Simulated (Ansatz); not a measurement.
The same path of BCl₂H₃O₂ (8 atoms, charge 0, multiplicity 1) was run 3 times with different band settings. Lost on the way: B1–Cl2, O6–H8. Made: Cl2–H8.

Method: RKS PBE0-D4/def2-SVP (Ansatz 0.2.0).

Relaxed end points:

```xyz
8
Properties=species:S:1:pos:R:3
B -0.098 -0.040 0.096
Cl 0.121 -0.808 1.750
O 0.901 -0.188 -0.819
H 1.746 -0.391 -0.407
Cl -1.779 -0.168 -0.601
O -0.093 1.654 0.582
H -0.819 2.056 0.075
H -0.372 1.649 1.511
```

```xyz
8
Properties=species:S:1:pos:R:3
B -0.082 0.482 -0.498
Cl 0.112 0.037 3.106
O 1.146 -0.054 -0.547
H 1.211 -0.822 -1.122
Cl -1.429 -0.157 -1.474
O -0.287 1.542 0.330
H -1.187 1.883 0.295
H 0.122 0.853 2.098
```

Common settings: movable images 7; climbing image yes; start path through a guess of the saddle point; force threshold 0.05 eV/Å; iteration limit 60; end points relaxed.

| run | spring | optimiser |
| --- | --- | --- |
| 1 | 5.0 eV/Å² | quadratic models (default) |
| 2 | 50.0 eV/Å² | quadratic models (default) |
| 3 | 5.0 eV/Å² | fire |

Question: What does each run give, and how far can it be trusted?

Answer: Run 1: converged after 10 iterations, highest image 0.544 eV above the first end. A vibrational analysis at the climbing image gives one clearly imaginary mode, 849i cm⁻¹: a first-order saddle point.
Run 2: converged after 15 iterations, highest image 0.544 eV above the first end. Another band between the same ends (7 images) ends at a top of the same energy, where a vibrational analysis finds 1 clearly imaginary mode.
Run 3: converged after 51 iterations, highest image 0.545 eV above the first end. Another band between the same ends (7 images) ends at a top of the same energy, where a vibrational analysis finds 1 clearly imaginary mode.
The orbitals stay closed-shell, which can raise the energy where a bond breaks towards radicals; this wasn't checked here.
